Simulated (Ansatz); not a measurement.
`[BH2][GaH][O]C` + HBr → `C[O][GaH][Br]` + BH₃ at 700 K and 1 bar (cleavage of the Ga–B bond).

Calculated with Ansatz (gas phase, PBE0-D4/def2-TZVP geometries, no zero-point term in ΔE). CCSD(T)/CBS is the MP2 limit (def2-TZVPP, def2-QZVPP) plus CCSD(T) − MP2 in def2-TZVPP, frozen cores. This one scheme is used for every species. For Br, Ga outer-core shells are correlated without core-valence functions, which leaves a few kJ/mol of doubt a bond. Scalar relativity is left out up to krypton. One conformer a species, not always the lowest.

```tsv
species	CCSD(T)/CBS energy (Eh)	H − E (kJ/mol)	S (J/(mol·K))
`[BH2][GaH][O]C`	-2065.53474	253.4	458.6
HBr	-2573.91920	36.5	223.7
`C[O][GaH][Br]`	-4612.95790	194.6	444.9
BH₃	-26.55200	96.5	225.0
```

H − E and S are ideal-gas, rigid-rotor, harmonic terms from PBE0-D4/def2-TZVP, for one conformer and one mirror image of each species. 1 Eh = 2625.50 kJ/mol, R = 8.31446 J/(mol·K).

By hand: ΔE, ΔH, ΔS and ΔG.

ΔE = (-4612.95790) + (-26.55200) − (-2065.53474) − (-2573.91920) = -0.05596 Eh = -146.9 kJ/mol. Δ(H − E) = 194.6 + 96.5 − 253.4 − 36.5 = 1.2, so ΔH = -145.7 kJ/mol. ΔS = 444.9 + 225.0 − 458.6 − 223.7 = -12.4 J/(mol·K). ΔG = -145.7 − 700 × (-12.4)/1000 = -137.0 kJ/mol.

By hand: the equilibrium constant, and the temperature at which ΔG would vanish if ΔH and ΔS stayed fixed.

log₁₀ K = −ΔG/(RT ln 10) = 10.2. ΔG = 0 at ΔH/ΔS = 11750 K, far beyond where these terms or the molecules hold.

The number of gas molecules stays the same, so ΔS is small and ΔH decides. A doubt of 5 kJ/mol in ΔE shifts log₁₀ K by 0.4 here. Other conformers and mirror images would add mixing entropy, several J/(mol·K) or more a flexible species. These are equilibria of isolated gas molecules and say nothing of rates. Largest T1 diagnostic: 0.015 (customary marks: 0.02 for closed shells, 0.045 for open ones).
